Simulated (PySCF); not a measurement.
W(OH)3 (quartet). Computed with UPBE0/[W def2-TZVP with ECP60, O def2-TZVP, H def2-TZVP], scalar-relativistic core potentials, density fitting, no spin–orbit coupling, PySCF.

Harmonic bands of its minimum:

```csv
ω (cm⁻¹),"IR (km/mol, summed over degenerate members)",degeneracy
151,0.1,1
173,0.0,2
395,0.0,1
459,244,2
679,614,2
705,5.7,1
708,188,2
733,34.6,1
3832,126,2
3835,72.7,1
```

The central atom is W. Infer the point group and assign the bands.

C3v. The modes span 4a1 + 5e + a2: 151 a1, 173 e, 395 a2, 459 e, 679 e, 705 a1, 708 e, 733 a1, 3832 e, 3835 a1. The computed geometry has O–H 0.962 Å (×3), W–O 1.907 Å (×3); H–O–W 121.7° (×3), O–W–O 119.8° (×3).

This need not be the most stable arrangement of these atoms. Other spin states or occupations of the open shell can lie lower. With an element this heavy the missing spin–orbit coupling can shift these numbers.
